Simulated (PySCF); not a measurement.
C₄H₈OSi₂.
SMILES with atom numbers: `[CH3:1][C:2](=[O:3])[SiH2:4][C:5]#[C:6][SiH3:7]` (hydrogens: H8, H9, H10 on C1; H11, H12 on Si4; H13, H14, H15 on Si7)

Level of theory: PBE0-D3(BJ)/def2-SVP geometry optimisation, gas phase in PySCF.

Give the optimised bond lengths and angles.

```csv
bond,length (Å),order
C1–C2,1.501,single
C2=O3,1.210,double
C2–Si4,1.943,single
Si4–C5,1.836,single
C5≡C6,1.225,triple
C6–Si7,1.837,single
"C1–H8, C1–H9, C1–H10",1.101,single
"Si4–H11, Si4–H12",1.490,single
"Si7–H13, Si7–H14, Si7–H15",1.491,single
```

Bonds in one row agree within 0.01 Å and their mean is given. Orders are formal, as drawn. A selection of angles:
```csv
angle,degrees
C2–C1–H8,109.9
H8–C1–H9,110.5
H8–C1–H10,106.2
C1–C2–O3,123.1
C1–C2–Si4,121.0
O3–C2–Si4,115.9
C2–Si4–C5,111.3
C2–Si4–H11,107.6
C5–Si4–H11,109.6
H11–Si4–H12,110.1
Si4–C5–C6,177.2
C5–C6–Si7,178.9
C6–Si7–H13,109.2
H13–Si7–H14,109.7
```

Dihedral angles: C1–C2–Si4–C5 -11° (synperiplanar). The mirror-image conformer, all signs reversed, is as good.

The 3 C–Si bonds span 1.836 Å (Si4–C5, drawn single) to 1.943 Å (C2–Si4, drawn single), a spread of 0.107 Å. Si7 (SiH3 silicon) is tetrahedral (angles from 109.2° to 109.8°). Si4 (SiH2 silicon) is tetrahedral (angles from 107.6° to 111.3°). The C–C distances run from 1.225 Å (C5≡C6, drawn triple) to 1.501 Å (C1–C2, drawn single), a spread of 0.276 Å.

Point group: C1 (no symmetry element, even within 0.4 Å). Not checked by PBE0-D3(BJ)/def2-SVP frequencies. The numbers are those of one conformer.

Time: 2.1 min wall; peak memory 0.56 GiB. Hardware: one thread of an Arm Neoverse V2 (shared host). These figures are those of the optimisation.
